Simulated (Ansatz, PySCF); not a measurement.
Gas-phase reaction in SMILES: BO (H3BO) [borinic acid] -> [BH]O + H atom (the B-H bond at the site shown breaks; other sites are not compared here)
Geometries: B3LYP-D3(BJ)/def2-TZVP minima from Ansatz (a quantum-chemistry and plane-wave program), one conformer each, not searched for the lowest. Frequencies are from Ansatz.

Wanted: bond dissociation energy (enthalpy at 298 K, with B3LYP-D3(BJ) rigid-rotor harmonic-oscillator terms), in kJ/mol. Correlated levels leave the core frozen unless marked. UHF or UKS for open shells. Spin-orbit coupling is left out. Non-relativistic. CBS marks a two-point X^-3 extrapolation of the correlation energy; Hartree-Fock from the larger set.

CCSD(T)/CBS(aug-cc-pVTZ,aug-cc-pVQZ) (Ansatz) gives 442.2 kJ/mol.

Question: Another calculation gave 458.5 kJ/mol. Which level was it?
(A) SVWN5/def2-TZVPD (Ansatz)
(B) HF/def2-TZVPD (PySCF)
(C) B2GP-PLYP/def2-TZVPD (Ansatz)
(D) r2SCANh/def2-TZVPD (Ansatz)

Answer: A, SVWN5/def2-TZVPD (Ansatz). The others give 432.9 (B2GP-PLYP), 418.3 (r2SCANh), 345.5 (HF) kJ/mol.
